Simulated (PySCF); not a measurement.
A species of formula CH2ClF3Si has this rotational fingerprint, computed with PBE0-D3(BJ)/def2-SVP geometry optimisation, gas phase (PySCF):

| Property | Result |
| --- | --- |
| Rotational constants | A = 2967, B = 1741, C = 1467 MHz |
| Dipole components | \|μa\| = 0.93 D, \|μb\| = 0.84 D, \|μc\| = 1.16 D |
| Inertial defect | -115.96 u·Å² |
| κ | -0.63 |

Problem. Which candidate fits, each taken in the one conformer that was computed?
A. `[F:1][SiH2:2][C:3]([F:4])([F:5])[Cl:6]` with F1–Si2–C3–F4 62°
B. `C([SiH2]Cl)(F)(F)F`

Solution. A. It is F[SiH2]C(F)(F)Cl, an asymmetric top, point group C1. The candidates at the same level (rigid rotor, commonest isotopes):

| SMILES | A (MHz) | B (MHz) | C (MHz) | μa (D) | μb (D) | μc (D) | Δ (u·Å²) | point group | rotor |
| --- | --- | --- | --- | --- | --- | --- | --- | --- | --- |
| F[SiH2]C(F)(F)Cl | 2967 | 1741 | 1467 | 0.93 | 0.84 | 1.16 | -115.96 | C1 | asymmetric top |
| FC(F)(F)[SiH2]Cl | 4126 | 1365 | 1270 | 0.72 | 1.60 | 0.00 | -94.73 | Cs | near-prolate asymmetric top |

`FC(F)(F)[SiH2]Cl` has A 39 % too high. No structure here is proved a minimum.
